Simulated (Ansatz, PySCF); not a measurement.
Gas-phase reaction R1 → P1 + P2, each structure at its B3LYP-D3(BJ)/def2-TZVP stationary point, reached from a drawn start (curvature not checked).
R1, Cl2H2Si (SMILES Cl[SiH2]Cl) (charge 0, multiplicity 1, Z-matrix in Å and degrees):
```
Si
H 1 1.4702
H 1 1.4702 2 112.81
Cl 1 2.0521 2 108.48 3 120.20
Cl 1 2.0521 2 108.48 3 -120.20
```
P1: Cl2Si (SMILES Cl[Si]Cl), charge 0, multiplicity 1.
P2, H2 (SMILES [H][H]) (charge 0, multiplicity 1):
```xyz
2

H      0.0000     0.0000     0.3720
H      0.0000     0.0000    -0.3720
```

P less R. No zero-point or thermal terms.

Cores are frozen in the correlated methods.

Codes used: Ansatz (Gaussian orbitals); PySCF for the D3/D4 terms. All values are computed, each at the level named.

```
level                    reaction energy (kcal/mol)
-----------------------  --------------------------
HF/cc-pV(Q+d)Z                                44.31
BLYP/def2-TZVPP                               29.60
revPBE/def2-TZVPP                             31.71
B3LYP-D3(BJ)/def2-TZVPP                       36.28
BHLYP/def2-TZVPP                              41.26
BHLYP-D4/def2-TZVPP                           41.76
wB97M-V/def2-TZVPP                            37.02
CCSD(T)/cc-pV(T+d)Z                           38.28
CCSD(T)/cc-pV(Q+d)Z                             [?]
```

### Question
Fill in the missing entries.

### Answer

- CCSD(T)/cc-pV(Q+d)Z, reaction energy (kcal/mol): 39.70

Ansatz is an electronic-structure program.
